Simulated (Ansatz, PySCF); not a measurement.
Stretching the C1–H4 bond in N-methylmethanimine (SMILES C=NC) (multiplicity 1 held, fragments rigid). Energies count from the point at 1.092 Å.
Geometry at that point (charge 0, multiplicity 1):
| atom | x (Å) | y (Å) | z (Å) |
|---|---|---|---|
| C | 1.0907 | -0.3756 | -0.0039 |
| N | -0.0396 | 0.4998 | 0.2247 |
| C | -1.1803 | 0.1063 | -0.1344 |
| H | 1.8220 | 0.1452 | -0.6258 |
| H | 1.5768 | -0.5834 | 0.9517 |
| H | 0.8208 | -1.3261 | -0.4849 |
| H | -1.3608 | -0.8667 | -0.6118 |
| H | -2.0440 | 0.7482 | 0.0278 |

U- levels take the lowest unrestricted solution at each point, which mixes spins at long bonds. Active spaces are followed from a long bond inwards. Levels need not reach the same state.

Correlated levels freeze the cores. Rows in 3-21G, 6-31G* carry no dispersion term and start afresh at each structure (6-31G* with six Cartesian d functions). MP2/6-31G* freezes PySCF's default core.

Codes used: Ansatz (Gaussian orbitals); PySCF for 3-21G rows, 6-31G* rows. Values without a source in brackets are computed.

Other levels give for the energy at R = 3.495 Å: U-PBE/cc-pVTZ 4.616; U-B3LYP/cc-pVTZ 4.706; U-wB97X-V/cc-pVTZ 4.808; FIC-MRCISD+Q on CASSCF(2,2)/cc-pVTZ 4.782 eV.

Q: What do these common cheap choices give for the same quantity: R-HF/3-21G, R-HF/6-31G*, U-HF/6-31G*, R-BP86/6-31G*, R-B3LYP/6-31G*, U-B3LYP/6-31G*, R-MP2/6-31G*?

A: R-HF/3-21G 8.532; R-HF/6-31G* 8.284; U-HF/6-31G* 3.646; R-BP86/6-31G* 5.730; R-B3LYP/6-31G* 6.316; U-B3LYP/6-31G* 4.735; R-MP2/6-31G* 6.080 eV. They span 3.646 to 8.532 eV.

Doubts at one or more of the structures used: a restricted determinant that unrestricted orbitals would lower (R-HF/3-21G, R-HF/6-31G*, R-BP86/6-31G*, R-B3LYP/6-31G*, R-MP2/6-31G*); a spin-contaminated determinant (U-HF/6-31G*, U-B3LYP/6-31G*, U-PBE/cc-pVTZ, U-B3LYP/cc-pVTZ, U-wB97X-V/cc-pVTZ).

Ansatz is an electronic-structure program.
